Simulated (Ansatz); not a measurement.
Molecule: GeI2 (charge 0, triplet). This is an excited triplet: at this geometry the singlet lies 1.79 eV lower at RI-MP2/CBS(def2-TZVPPD,def2-QZVPPD)+[CCSD(T)-MP2]/def2-TZVPPD. SMILES: [I][Ge][I]
Geometry: optimised at B3LYP-D3(BJ)/def2-TZVP (Ansatz, a quantum-chemistry and plane-wave program).

Parts of the frozen-core correlation energy in def2-SVP (Ansatz, hartree). Frozen orbitals: 32; correlated occupied orbitals by spin: 10 and 8; virtual: 42 and 44. Open shells are spin-unrestricted. Spin-orbit coupling is left out. Past Kr the def2 sets carry scalar-relativistic core potentials.

```tsv
term	value
reference (HF)	-2668.43811
MP2 opposite-spin	?
MP2 same-spin	-0.06952
CCSD correlation	?
(T)	?
T1 diagnostic	0.020
largest doubles amplitude	0.045
<S^2> of the reference	2.025
```

**Question.** Complete the blanks.

**Answer.** 
- MP2 opposite-spin, value: -0.17857
- CCSD correlation, value: -0.27614
- (T), value: -0.00848
